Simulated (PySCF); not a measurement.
Sn(H)3(iPr), SMILES [SnH3][CH](C)C, singlet, PBE0/def2-SVP optimised geometry.

```
14

Sn     0.51     0.73     0.00
C     -0.25    -0.34     1.74
C      0.28    -1.77     1.78
C     -1.78    -0.29     1.79
H      2.23     0.73     0.00
H     -0.05     2.36     0.00
H     -0.04    -0.04    -1.43
H      0.15     0.22     2.60
H     -0.06    -2.36     0.91
H      1.38    -1.80     1.80
H     -0.08    -2.29     2.68
H     -2.23    -0.80     0.92
H     -2.16     0.74     1.80
H     -2.16    -0.80     2.69
```

Density from PBE0/def2-TZVP, def2 effective core potentials past Kr in PySCF at that geometry. The core electrons that the potentials of Sn replace are not part of the density.

Minimum of the electron density along straight lines between bonded atoms, close to the bond critical point (lines longer than 1.1 times the sum of covalent radii, or with two minima, are not listed):

```json
[
 {"bond": "Sn1–C2", "length / Å": "2.179", "ρ at the minimum / e bohr⁻³": "0.103", "∇²ρ there / e bohr⁻⁵": "0.09", "position (fraction from the first atom)": "0.51"},
 {"bond": "C2–C3", "length / Å": "1.524", "ρ at the minimum / e bohr⁻³": "0.245", "∇²ρ there / e bohr⁻⁵": "-0.60", "position (fraction from the first atom)": "0.50"},
 {"bond": "C2–C4", "length / Å": "1.524", "ρ at the minimum / e bohr⁻³": "0.245", "∇²ρ there / e bohr⁻⁵": "-0.60", "position (fraction from the first atom)": "0.50"},
 {"bond": "Sn1–H5", "length / Å": "1.719", "ρ at the minimum / e bohr⁻³": "0.111", "∇²ρ there / e bohr⁻⁵": "0.07", "position (fraction from the first atom)": "0.63"},
 {"bond": "Sn1–H6", "length / Å": "1.719", "ρ at the minimum / e bohr⁻³": "0.111", "∇²ρ there / e bohr⁻⁵": "0.07", "position (fraction from the first atom)": "0.63"},
 {"bond": "Sn1–H7", "length / Å": "1.719", "ρ at the minimum / e bohr⁻³": "0.111", "∇²ρ there / e bohr⁻⁵": "0.07", "position (fraction from the first atom)": "0.63"},
 {"bond": "C2–H8", "length / Å": "1.104", "ρ at the minimum / e bohr⁻³": "0.271", "∇²ρ there / e bohr⁻⁵": "-0.90", "position (fraction from the first atom)": "0.64"},
 {"bond": "C3–H9", "length / Å": "1.103", "ρ at the minimum / e bohr⁻³": "0.271", "∇²ρ there / e bohr⁻⁵": "-0.90", "position (fraction from the first atom)": "0.64"},
 {"bond": "C3–H10", "length / Å": "1.101", "ρ at the minimum / e bohr⁻³": "0.272", "∇²ρ there / e bohr⁻⁵": "-0.91", "position (fraction from the first atom)": "0.64"},
 {"bond": "C3–H11", "length / Å": "1.105", "ρ at the minimum / e bohr⁻³": "0.269", "∇²ρ there / e bohr⁻⁵": "-0.89", "position (fraction from the first atom)": "0.64"},
 {"bond": "C4–H12", "length / Å": "1.103", "ρ at the minimum / e bohr⁻³": "0.271", "∇²ρ there / e bohr⁻⁵": "-0.90", "position (fraction from the first atom)": "0.64"},
 {"bond": "C4–H13", "length / Å": "1.101", "ρ at the minimum / e bohr⁻³": "0.272", "∇²ρ there / e bohr⁻⁵": "-0.91", "position (fraction from the first atom)": "0.64"},
 {"bond": "C4–H14", "length / Å": "1.105", "ρ at the minimum / e bohr⁻³": "0.269", "∇²ρ there / e bohr⁻⁵": "-0.89", "position (fraction from the first atom)": "0.64"}
]
```
